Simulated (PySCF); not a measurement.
iodine monochloride anion (ClI), SMILES ICl (connectivity only; charge and spin as stated), charge -1, multiplicity 2. Coordinates come from a PBE0-D3(BJ)/def2-TZVPD optimisation. The spin state was assumed, not searched. The def2 effective core potentials stand for the cores of I; spin–orbit coupling is left out.

All values below come from PBE0-D3(BJ)/def2-TZVPD (PySCF).

Harmonic wavenumbers (cm⁻¹): 171. Rotational constants (GHz): 2.190 (linear); symmetry number 1.

**Question.** Work out the zero-point energy and the ideal-gas rigid-rotor harmonic-oscillator thermochemistry at 298.15 K and 1 atm.

**Answer.** ZPE = ½ Σ hcν = ½ × 171 cm⁻¹ = 0.24 kcal/mol. H − E(el) = 2.70 kcal/mol. Entropy in cal/(mol K): translation 41.16, rotation 17.79, vibration 2.42, spin 1.38, total 62.75. G − E(el) = -16.01 kcal/mol. Cp = 8.83 cal/(mol K).
